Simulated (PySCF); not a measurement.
Molecule: sum formula H3GeO4, charge 0, multiplicity 2. It need not be the lowest isomer of its formula. SMILES: [Ge]([OH])([O])([OH])[OH]
Coordinates optimised at B3LYP-D3(BJ)/def2-TZVP (Ansatz):
```
Ge
O 1 1.7583
H 2 0.9645 1 111.80
O 1 1.7609 2 106.44 3 -14.50
H 4 0.9637 1 113.25 2 162.60
O 1 1.7683 2 116.87 3 105.13
H 6 0.9641 1 113.21 2 69.70
O 1 1.7944 2 106.13 3 -139.79
```
Charge 0, spin multiplicity 2.

Dispersion corrections to the total energy (kcal/mol) from the dftd3 and dftd4 libraries through PySCF: D3(BJ) without and D4 with the three-body term, each with the damping fitted for the functional named.

```tsv
functional	D3(BJ)	D4
r2SCAN	-0.84	-0.86
PW6B95	?	-3.29
revPBE	?	-10.73
TPSS	-3.90	-4.89
LC-wPBE	-2.99	-4.05
PBE0	-2.69	-3.04
BP86	?	-4.84
```

Question: What belongs in the gaps?

Answer: 
- PW6B95, D3(BJ): -1.66
- revPBE, D3(BJ): -7.51
- BP86, D3(BJ): -5.12
